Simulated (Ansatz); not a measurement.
Mulliken charges of BGeH3O2 (`[OH][GeH]1[BH][O]1`) from r2SCAN/def2-TZVPP in Ansatz (PBE0-D4/def2-TZVP geometry).

| atom | x (Å) | y (Å) | z (Å) | charge (e) |
| --- | --- | --- | --- | --- |
| O1 | -1.033 | 0.637 | -1.356 | -0.430 |
| Ge2 | 0.140 | 0.695 | -0.027 | 0.399 |
| B3 | 1.175 | -1.037 | 0.324 | 0.133 |
| O4 | 0.025 | -1.156 | 0.875 | -0.288 |
| H5 | -1.920 | 0.890 | -1.090 | 0.198 |
| H6 | -0.518 | 1.521 | 1.103 | -0.020 |
| H7 | 2.193 | -1.618 | 0.124 | 0.009 |

Q: By hand: the dipole of these point charges (1 e Å = 4.8032 D).

A: Σ q r = (0.299, 0.330, 0.127) e Å, of length 0.463 e Å = 2.22 D.

Q: How does the dipole of the full density compare? (Estimate.)

A: Ansatz gave: (0.058, 0.256, 0.084) e Å, 1.32 D; the point charges give 1.68 times that, at 28° from its direction.

Point charges leave out the atoms' own dipoles, such as those of lone pairs, and Mulliken's split depends on the basis, so the two needn't agree.
